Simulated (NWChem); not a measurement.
System: CH3BrOSi, singlet; SMILES CO[Si]Br

```xyz
7

Si     1.2281    -0.6015    -0.0006
Br    -0.1758     1.2452     0.0006
O      0.1640    -1.8833     0.0000
C     -1.2428    -2.0691     0.0016
H     -1.7824    -1.0982    -0.0022
H     -1.5327    -2.6547    -0.8951
H     -1.5319    -2.6469     0.9037
```
Atoms are numbered in this order, from 1.

Level: PBE-D3(BJ)/def2-SVP (NWChem), optimised geometry, unscaled harmonic frequencies. Low-valent species are run as closed-shell singlets; no triplet was tried in these runs. This build's default masses of Se (78.918 u) and Br (79.917 u) are each other's, which moves their modes by up to 0.6 %.

```tsv
frequency (cm⁻¹)	IR intensity (km/mol)
81	0.0
144	4.5
191	9.1
293	1.3
401	100.1
708	61.8
1110	169.2
1129	1.6
1144	58.9
1404	4.3
1414	6.6
1419	3.6
2953	49.1
3051	9.5
3055	15.9
```

| Item | Value |
|---|---|
| zero-point energy | 26.4 kcal/mol |
| thermal correction to the enthalpy at 298.15 K (with zero-point energy) | 30.6 kcal/mol |
| heat capacity Cv | 16.7 cal/(mol K) |
| entropy at 298.15 K and 1 atm (symmetry number 1) | 79.6 cal/(mol K) |
| dipole moment | 1.85 D |

Rigid rotor and harmonic oscillator; modes under 100 cm⁻¹ make the entropy uncertain.
